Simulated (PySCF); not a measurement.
C2H9OSi4 (doublet state).
Numbering: `[CH2:1]=[CH:2][Si:3]1([OH:4])[SiH2:5][SiH:6][SiH2:7]1` (hydrogens: H8, H9 on C1; H10 on C2; H11 on O4; H12, H13 on Si5; H14 on Si6; H15, H16 on Si7)

Geometry (GFN2-xTB, Å), atoms numbered from 1 in this order:
```xyz
16
C2H9OSi4 angstrom
C      1.5614   -0.7623    1.9564
C      1.4925   -1.1676    0.6973
Si     0.3285   -0.4054   -0.5690
O      0.6986   -0.9890   -2.0639
Si     0.2489    1.9282   -0.7814
Si    -1.9864    1.7729   -0.1025
Si    -1.9622   -0.5648   -0.0449
H      0.9432    0.0450    2.3173
H      2.2284   -1.2037    2.6814
H      2.1412   -1.9804    0.3849
H      0.7754   -1.9225   -2.2400
H      1.0668    2.6889    0.1829
H      0.6448    2.5258   -2.0670
H     -3.0928    2.5548   -0.6928
H     -2.3099   -1.1160    1.2768
H     -2.7861   -1.3949   -0.9468
```

The hyperfine couplings belong to this conformer and change with its torsions.

The calculation used PySCF, UKS B3LYP, pcH-1 on C H O Si, non-relativistic, mean-field spin-orbit, GIAO. One conformer (not necessarily the lowest) at the GFN2-xTB geometry, without solvent, vibrations or thermal averaging. A GFN2-xTB geometry isn't a minimum of the functional, and hyperfine couplings can be far from their values at a DFT geometry, by a factor of two or more for some ions and for spin on atoms past the first row.

Count the α and β electrons and give S(S+1).

85 electrons with 2S = 1: 43 α and 42 β; S(S+1) = 0.75.

Mulliken spin populations, one withheld:

| atom | bound to | population |
| --- | --- | --- |
| C1 | C2, H8, H9 | -0.0018 |
| C2 | C1, Si3, H10 | +0.0097 |
| Si3 | C2, O4, Si5, Si7 | +0.0141 |
| O4 | Si3, H11 | -0.0011 |
| Si5 | Si3, Si6, H12, H13 | -0.0084 |
| Si6 | Si5, Si7, H14 | ? |
| Si7 | Si6, Si3, H15, H16 | -0.0072 |
| H8 | C1 | +0.0004 |
| H9 | C1 | 0.0000 |
| H10 | C2 | +0.0009 |
| H11 | O4 | -0.0001 |
| H12 | Si5 | +0.0137 |
| H13 | Si5 | +0.0264 |
| H14 | Si6 | -0.0216 |
| H15 | Si7 | +0.0124 |
| H16 | Si7 | +0.0264 |

Complete the table.

The populations add up to Nα − Nβ = 1, and the others sum to 0.0638, so Si6 holds +0.936.

How is the spin shared among the elements?

Silicon +0.93, hydrogen +0.06, carbon +0.01, oxygen 0.00. The positive populations sum to 1.04, the negative ones to -0.04.

With ⟨S²⟩ = 0.7535, find the sum of squared α–β overlaps and estimate the admixture of higher spin.

For a single determinant ⟨S²⟩ = S(S+1) + Nβ − Σ|⟨iα|jβ⟩|², so the squared overlaps of occupied orbitals sum to 42 − 0.0035 = 41.9965. If the quartet state (S + 1) were the only admixture, its weight would be 0.0035/(2S + 2) = 0.12 %.

What Fermi-contact NMR shifts do the couplings of C1, C2, Si3, Si5/Si7, H10, H11, H12/H15 imply at 200 K (Curie law, g = gₑ)?

δ = a_FC·h·gₑ μB S(S+1)/(3 g_N μN kT), with k/h = 20836.6 MHz/K:

```json
{"nuclei": "C1", "isotope": "13C", "a_FC (MHz)": "-0.53", "g_N": "1.4048", "contact shift (ppm)": "-84"}
{"nuclei": "C2", "isotope": "13C", "a_FC (MHz)": "10.92", "g_N": "1.4048", "contact shift (ppm)": "+1715"}
{"nuclei": "Si3", "isotope": "29Si", "a_FC (MHz)": "-18.69", "g_N": "-1.1106", "contact shift (ppm)": "+3712"}
{"nuclei": "Si5/Si7", "isotope": "29Si", "a_FC (MHz)": "0.63", "g_N": "-1.1106", "contact shift (ppm)": "-125"}
{"nuclei": "H10", "isotope": "1H", "a_FC (MHz)": "2.44", "g_N": "5.5857", "contact shift (ppm)": "+96"}
{"nuclei": "H11", "isotope": "1H", "a_FC (MHz)": "-0.53", "g_N": "5.5857", "contact shift (ppm)": "-21"}
{"nuclei": "H12/H15", "isotope": "1H", "a_FC (MHz)": "31.45", "g_N": "5.5857", "contact shift (ppm)": "+1242"}
```

All at the stated temperature. Entries for several nuclei are means.

Means are taken over nuclei equivalent by connectivity, which assumes that they swap fast.

β density exceeds α density at some nuclei, such as O4 (-0.0031) and H14 (-0.0028), spin density in bohr⁻³. In a single determinant that takes different orbitals for the two spins, that is spin polarisation.

The run took 2.4 min (grids of density and orbitals included) on an Arm Neoverse V2 with one thread, no GPU, shared host with 96 logical CPUs at a one-minute load of 64, and the process peaked at 1.1 GiB of memory.
